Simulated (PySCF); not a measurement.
Sb (antimony, neutral): PBE0 calculation

Configuration: [Kr] 4d10 5s2 5p3, high-spin 4S determinant. Computed with PySCF 2.14 in dyall-av2z, with no relativity, point nucleus.

```json
{"Total energy": "-6315.62 hartree", "One-electron energy": "-8695.43 hartree", "Hartree (Coulomb) energy": "2545.75 hartree", "Exchange-correlation energy": "-165.94 hartree", "Kinetic energy": "6313.23549 hartree", "⟨S²⟩": "3.7508", "⟨L²⟩": "0.000", "Sum of ⟨r⟩": "37.10 bohr", "Sum of ⟨r²⟩": "62.53 bohr²", "Density at the nucleus (Gaussians lack the cusp)": "93000 bohr⁻³", "Spin density at the nucleus": "-0.762 bohr⁻³", "Langevin diamagnetic susceptibility": "-49.5 ×10⁻⁶ cm³/mol"}
```

```json
{"shell": "1s α", "electrons": "1", "mean orbital energy (hartree)": "-1075.39082", "rms radius, mean of both spins (bohr)": "0.0345"}
{"shell": "1s β", "electrons": "1", "mean orbital energy (hartree)": "-1075.38801", "rms radius, mean of both spins (bohr)": "0.0345"}
{"shell": "2s α", "electrons": "1", "mean orbital energy (hartree)": "-160.67116", "rms radius, mean of both spins (bohr)": "0.139"}
{"shell": "2s β", "electrons": "1", "mean orbital energy (hartree)": "-160.67016", "rms radius, mean of both spins (bohr)": "0.139"}
{"shell": "2p α", "electrons": "3", "mean orbital energy (hartree)": "-150.44851", "rms radius, mean of both spins (bohr)": "0.121"}
{"shell": "2p β", "electrons": "3", "mean orbital energy (hartree)": "-150.44618", "rms radius, mean of both spins (bohr)": "0.121"}
{"shell": "3s α", "electrons": "1", "mean orbital energy (hartree)": "-31.76810", "rms radius, mean of both spins (bohr)": "0.367"}
{"shell": "3s β", "electrons": "1", "mean orbital energy (hartree)": "-31.76546", "rms radius, mean of both spins (bohr)": "0.367"}
{"shell": "3p α", "electrons": "3", "mean orbital energy (hartree)": "-27.50865", "rms radius, mean of both spins (bohr)": "0.360"}
{"shell": "3p β", "electrons": "3", "mean orbital energy (hartree)": "-27.50514", "rms radius, mean of both spins (bohr)": "0.360"}
{"shell": "3d α", "electrons": "5", "mean orbital energy (hartree)": "-19.62726", "rms radius, mean of both spins (bohr)": "0.332"}
{"shell": "3d β", "electrons": "5", "mean orbital energy (hartree)": "-19.62504", "rms radius, mean of both spins (bohr)": "0.332"}
{"shell": "4s α", "electrons": "1", "mean orbital energy (hartree)": "-5.32090", "rms radius, mean of both spins (bohr)": "0.873"}
{"shell": "4s β", "electrons": "1", "mean orbital energy (hartree)": "-5.31405", "rms radius, mean of both spins (bohr)": "0.873"}
{"shell": "4p α", "electrons": "3", "mean orbital energy (hartree)": "-3.85809", "rms radius, mean of both spins (bohr)": "0.924"}
{"shell": "4p β", "electrons": "3", "mean orbital energy (hartree)": "-3.85021", "rms radius, mean of both spins (bohr)": "0.924"}
{"shell": "4d α", "electrons": "5", "mean orbital energy (hartree)": "-1.40085", "rms radius, mean of both spins (bohr)": "1.11"}
{"shell": "4d β", "electrons": "5", "mean orbital energy (hartree)": "-1.39077", "rms radius, mean of both spins (bohr)": "1.11"}
{"shell": "5s α", "electrons": "1", "mean orbital energy (hartree)": "-0.52703", "rms radius, mean of both spins (bohr)": "2.49"}
{"shell": "5s β", "electrons": "1", "mean orbital energy (hartree)": "-0.42360", "rms radius, mean of both spins (bohr)": "2.49"}
{"shell": "5p α", "electrons": "3", "mean orbital energy (hartree)": "-0.24280", "rms radius, mean of both spins (bohr)": "3.11"}
```

A non-relativistic calculation at this Z misses sizeable relativistic shifts.
